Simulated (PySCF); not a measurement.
## From orbital energies to excitation energies

Species: C5H6FNSi.
Cartesian coordinates in Å at the GFN2-xTB level; atoms count from 1:
```
atom  x, y, z in Å
C1     2.8377    0.3176    0.7194
C2     1.9677   -0.0295   -0.0351
Si3    0.6311   -0.5473   -1.1973
C4    -1.0214    0.0792   -0.3715
C5    -1.2604   -0.4866    1.0230
F6    -2.0574   -0.3534   -1.2132
C7    -1.0266    1.5180   -0.3374
N8    -0.9762    2.6610   -0.3203
H9     3.5964    0.6242    1.3813
H10    0.5069   -2.0040   -1.2576
H11    0.7559    0.0980   -2.5009
H12   -0.4906   -0.1243    1.7000
H13   -2.2373   -0.1797    1.3955
H14   -1.2265   -1.5735    0.9921
```

Theory: PySCF 2.14.0, density-fitted response routines, TDDFT B3LYP/def2-SVPD, vertical, gas phase, core orbitals frozen in the response.

Orbital energies (eV): HOMO-3 -9.82, HOMO-2 -9.05, HOMO-1 -8.58, HOMO -8.35, LUMO -1.02, LUMO+1 -0.87, LUMO+2 -0.58.

Computed singlets:

```
state  E (eV)       f
   S1    6.02  0.0001
   S2    6.19   0.012
   S3    6.21  0.0055
   S4    6.43   0.011
   S5    6.96   0.072
   S6    7.01   0.019
   S7    7.15   0.014
   S8    7.34  0.0068
```

Q: Assign a leading configuration to S1 and S8 and set E beside the orbital difference Δε.

A: 

```
state  leading configuration  weight  Δε (eV)  E (eV)  E − Δε (eV)       f  other configurations
   S1            HOMO-1→LUMO    0.74     7.57    6.02        -1.55  0.0001                     –
   S8          HOMO-2→LUMO+2    0.72     8.47    7.34        -1.13  0.0068                     –
```

E − Δε runs from -1.55 to -1.13 eV. Among themselves, these states come in the order of their orbital differences.

H and L stand for HOMO and LUMO. The other states: S2 6.19 eV, f 0.012, H→L (43%), H-1→L+2 (19%), H-1→L+1 (16%); S3 6.21 eV, f 0.0055, H→L+1 (49%), H→L+2 (15%), H-1→L (13%); S4 6.43 eV, f 0.011, H→L+2 (54%), H-2→L+1 (20%), H→L+1 (18%); S5 6.96 eV, f 0.072, H-1→L+1 (40%), H→L (22%), H-2→L (19%); S6 7.01 eV, f 0.019, H-1→L+2 (36%), H-1→L+1 (22%), H-2→L (21%); S7 7.15 eV, f 0.014, H-2→L+1 (51%), H→L+2 (19%), H-2→L (18%).

Triplets, Tamm–Dancoff:

```csv
state,E (eV),λ (nm),"main configurations (H = HOMO, L = LUMO)"
T1,5.01,247.5,"H→L (37%), H-1→L+2 (21%), H-2→L (14%)"
T2,5.43,228.2,"H-1→L (51%), H→L+2 (14%), H→L+1 (12%)"
T3,5.45,227.6,"H-1→L+2 (36%), H→L (24%), H-1→L+1 (23%)"
```

Summed over the main configurations (up to three a state, each over 8%) of all 8 singlets, the electron leaves HOMO-1 with weight 2.20, HOMO with weight 2.19 and HOMO-2 with weight 2.00.

The run took 68 s wall on an Arm Neoverse N1 with one thread, no GPU (shared host), and the process peaked at 0.84 GiB of memory.

One conformer stands for the species.
